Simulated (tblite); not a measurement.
Input of a run (GFN2-xTB geometry optimisation, gas phase (tblite 0.8.0)), started from a force field or distance geometry:
```
{"job": {"kind": "relax", "xc": "GFN2-xTB", "basis": "xTB"}, "charge": 0, "multiplicity": 1}
C     -2.785700    -1.022700    -0.147400
Si    -1.201100    -0.850100    -1.029800
Si     0.490000    -2.063500    -0.037400
Si     1.848000    -0.255200    -0.398200
C      2.937600     0.085900     1.043000
Si    -0.037400     1.008700    -0.446300
N     -0.037900     2.264100    -1.585800
P     -0.601100     1.940100     1.453000
H     -2.688500    -0.903000     0.938200
H     -3.247400    -2.004300    -0.316700
H     -3.519100    -0.273400    -0.491500
H     -1.300000    -1.079700    -2.487700
H      0.214000    -2.282400     1.416900
H      0.873700    -3.298300    -0.771100
H      2.569200    -0.318900    -1.688000
H      3.735100    -0.655300     1.130300
H      2.398400     0.088600     1.990500
H      3.418900     1.060800     0.939100
H     -0.949300     2.719300    -1.625500
H      0.621900     2.998500    -1.314600
H     -1.994100     2.094900     1.200200
H     -0.755800     0.765100     2.228100
```

Output (eV, eV/Å):
```
step      E/eV     max force
  0    -644.26480    2.393
  1    -644.46528    1.103
  2    -644.55801    0.611
  3    -644.63938    0.674
  4    -644.71569    0.654
  5    -644.77664    0.574
  6    -644.82101    0.675
  7    -644.86943    0.716
  8    -644.90845    0.533
  9    -644.92932    0.299
 10    -644.94084    0.259
 11    -644.95018    0.224
 12    -644.95926    0.329
 13    -644.96829    0.268
 14    -644.97429    0.140
 15    -644.97849    0.150
 16    -644.98359    0.248
 17    -644.99100    0.345
 18    -644.99970    0.315
 19    -645.00654    0.195
 20    -645.01033    0.114
 21    -645.01285    0.128
 22    -645.01551    0.162
 23    -645.01833    0.157
 24    -645.02096    0.143
 25    -645.02323    0.134
 26    -645.02524    0.131
 27    -645.02722    0.117
 28    -645.02902    0.098
 29    -645.03041    0.087
 30    -645.03156    0.068
 31    -645.03280    0.076
 32    -645.03430    0.080
 33    -645.03602    0.114
 34    -645.03775    0.115
 35    -645.03930    0.087
 36    -645.04063    0.100
 37    -645.04184    0.094
 38    -645.04295    0.084
 39    -645.04401    0.067
 40    -645.04518    0.088
 41    -645.04665    0.114
 42    -645.04847    0.162
 43    -645.05047    0.178
 44    -645.05242    0.143
 45    -645.05426    0.110
 46    -645.05598    0.104
 47    -645.05757    0.098
 48    -645.05920    0.123
 49    -645.06096    0.115
 50    -645.06261    0.105
 51    -645.06388    0.083
 52    -645.06485    0.075
 53    -645.06594    0.099
 54    -645.06778    0.120
 55    -645.07076    0.144
 56    -645.07441    0.143
 57    -645.07526    0.199
 58    -645.07861    0.134
 59    -645.08029    0.106
 60    -645.08493    0.096
 61    -645.08630    0.075
 62    -645.08812    0.069
 63    -645.08916    0.066
 64    -645.09033    0.073
 65    -645.09150    0.060
 66    -645.09256    0.075
 67    -645.09331    0.069
 68    -645.09396    0.057
 69    -645.09460    0.064
 70    -645.09530    0.067
 71    -645.09607    0.083
 72    -645.09720    0.094
 73    -645.09883    0.111
 74    -645.10084    0.111
 75    -645.10271    0.088
 76    -645.10427    0.103
 77    -645.10574    0.088
 78    -645.10735    0.092
 79    -645.10885    0.174
 80    -645.10819    0.176
 81    -645.11184    0.110
 82    -645.11323    0.092
 83    -645.11736    0.093
 84    -645.11864    0.095
 85    -645.12072    0.075
 86    -645.12257    0.082
 87    -645.12363    0.074
 88    -645.12489    0.073
 89    -645.12635    0.070
 90    -645.12746    0.089
 91    -645.12865    0.078
 92    -645.12992    0.068
 93    -645.13108    0.080
 94    -645.13219    0.083
 95    -645.13328    0.071
 96    -645.13433    0.094
 97    -645.13540    0.099
 98    -645.13654    0.109
 99    -645.13770    0.091
100    -645.13886    0.101
101    -645.13991    0.047
102    -645.14039    0.053
103    -645.14093    0.049
104    -645.14175    0.060
105    -645.14281    0.071
106    -645.14404    0.066
107    -645.14504    0.058
108    -645.14572    0.042
109    -645.14616    0.048
110    -645.14652    0.041
111    -645.14691    0.039
112    -645.14730    0.038
113    -645.14757    0.039
114    -645.14780    0.031
115    -645.14803    0.033
116    -645.14829    0.031
117    -645.14851    0.037
118    -645.14875    0.042
119    -645.14898    0.035
120    -645.14922    0.033
121    -645.14945    0.031
122    -645.14969    0.035
123    -645.14997    0.043
124    -645.15033    0.052
125    -645.15077    0.048
126    -645.15126    0.047
127    -645.15176    0.046
128    -645.15222    0.047
129    -645.15269    0.045
130    -645.15313    0.047
131    -645.15360    0.047
132    -645.15403    0.049
133    -645.15445    0.039
134    -645.15476    0.042
135    -645.15502    0.035
136    -645.15525    0.037
137    -645.15549    0.049
138    -645.15574    0.031
139    -645.15603    0.041
140    -645.15630    0.049
141    -645.15660    0.046
142    -645.15691    0.032
143    -645.15711    0.028
144    -645.15723    0.020
145    -645.15732    0.026
146    -645.15741    0.023
147    -645.15748    0.021
148    -645.15753    0.016
149    -645.15757    0.014
150    -645.15761    0.015
151    -645.15766    0.018
152    -645.15773    0.021
153    -645.15780    0.020
154    -645.15784    0.013
155    -645.15787    0.016
156    -645.15790    0.010
157    -645.15792    0.011
158    -645.15794    0.010
159    -645.15796    0.009
```

Question: Summarise the run.

Answer: The energy falls by 0.893 eV over 159 L-BFGS steps, the largest force on an atom goes from 2.39 to 0.009 eV/Å, and the atoms move by 0.982 Å rms after alignment. The bond that changes most is Si2–Si6 (SiH silicon to four-coordinate silicon), which lengthens by 0.124 Å. Bonds longer at the end by more than 0.005 Å: 8 of 22; shorter: 11. Among the angles that change most is H13–Si3–H14, from 113.9° to 102.2°. Among the dihedrals that turn most is H12–Si2–Si6–N7, from 27° to -24°. The energy rose by more than 1e-5 eV at step 80. The first step brought 22 % of the lowering.

Question: What are the final bond lengths?

Answer: C1–Si2 1.910 Å, Si2–Si3 2.367 Å, Si3–Si4 2.368 Å, Si4–C5 1.910 Å, Si4–Si6 2.390 Å, Si6–N7 1.741 Å, Si6–P8 2.283 Å, Si2–Si6 2.393 Å, C1–H9 1.087 Å, C1–H10 1.086 Å, C1–H11 1.087 Å, Si2–H12 1.476 Å, Si3–H13 1.473 Å, Si3–H14 1.469 Å, Si4–H15 1.475 Å, C5–H16 1.086 Å, C5–H17 1.087 Å, C5–H18 1.087 Å, N7–H19 1.008 Å, N7–H20 1.009 Å, P8–H21 1.383 Å, P8–H22 1.382 Å. Numbering counts from 1 in the input's order; the species is `C[Si@@H]1[SiH2][Si@H](C)[Si@]1(N)P`.

On one thread of an Arm Neoverse V1, no GPU, on a shared host, this took 2.5 s wall.

GFN2-xTB frequencies show an imaginary mode (39i cm⁻¹), so the point is no minimum at that level. 2 starts were optimised and ended at 0.00 and 1.79 kcal/mol (GFN2-xTB); the lowest of these is shown.

All values are computed, not measured.
